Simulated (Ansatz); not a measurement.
The same hydrogenolysis along the group Si, Ge, Sn.

Computed with Ansatz on PBE0-D4/def2-TZVP structures; ΔE is electronic, products minus reactants. CCSD(T)/CBS is the MP2 limit (def2-TZVPP, def2-QZVPP) plus CCSD(T) − MP2 in def2-TZVPP, frozen cores. This one scheme is used for every species. DFT in def2-TZVPP. def2 core potentials past Kr. For Ge, Sn outer-core shells are correlated without core-valence functions, which leaves a few kJ/mol of doubt a bond. Scalar relativity is left out up to krypton.

```
                                           reaction  B97M-V (kJ/mol)  MP2/CBS(def2) (kJ/mol)  CCSD(T)/CBS(def2) (kJ/mol)
          `Cl[SiH](Cl)Cl` + H₂ → `Cl[SiH2]Cl` + HCl               80                      89                          77
`[Cl][GeH]([Cl])[Cl]` + H₂ → `[Cl][GeH2][Cl]` + HCl               50                      59                          50
`[Cl][SnH]([Cl])[Cl]` + H₂ → `[Cl][SnH2][Cl]` + HCl               63                      78                          68
```

Largest T1 diagnostic: 0.011, for `[Cl][SnH2][Cl]`.
